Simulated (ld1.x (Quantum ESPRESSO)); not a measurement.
**Ga (Z = 31): excitation energies, all-electron against PAW**

- Element: Ga
- Generator: ld1.x (Quantum ESPRESSO) 7.5
- Type: PAW
- Functional: LDA (PZ)
- Relativity: scalar-relativistic
- Frozen core: [Ar] 3d10
- Valence charge: 3
- Reference configuration: 4s2 4p1
- Partial waves: 4s (bound): rcut 1.75, rcutus 2.20 bohr; 4s channel at -0.25 Ry: rcut 1.75, rcutus 2.20 bohr; 4p (bound): rcut 1.50, rcutus 1.80 bohr; 4p channel at 4.75 Ry: rcut 1.50, rcutus 1.80 bohr; 4d channel at -0.1 Ry: rc 2.45 bohr
- Local potential: the d channel
- Core correction: Bessel-smoothed model core, default radius (core density twice the valence density)
- Augmentation charge: PSQ, inside the norm-conserving radii

Energies are relative to the spin-unpolarised reference configuration 4s2 4p1; without spin polarisation the order of configurations can differ from experiment. Spin-polarised rows fill each open shell by Hund’s rule, majority spin first.

```tsv
valence configuration	charge	ΔE all-electron (eV)	error AE − PS (meV)
4s2 4p0	+1	5.888	-13
4s2 4p0.5	+0.5	2.120	-2.0
4s1 4p2	0	6.612	-17
4s0 4p3	0	13.544	-65
4s1 4p1	+1	13.338	-55
4s2 4p1 (spin-polarised)	0	-0.134	-1.3
4s1 4p0 (spin-polarised)	+2	27.084	-220
```

Question: What are ΔE and the potential's error for 4s1 4p0?

Answer: ΔE = 27.391 eV all-electron; the error (AE − PS) is -200 meV.

Question: What are ΔE and the potential's error for 4s2 4p1.3?

Answer: ΔE = -0.578 eV all-electron; the error (AE − PS) is -0.1 meV.

Levels in the configuration 4s0 4p3:

| level | all-electron (eV) | pseudo (eV) |
| --- | --- | --- |
| 4p | -4.152 | -4.181 |
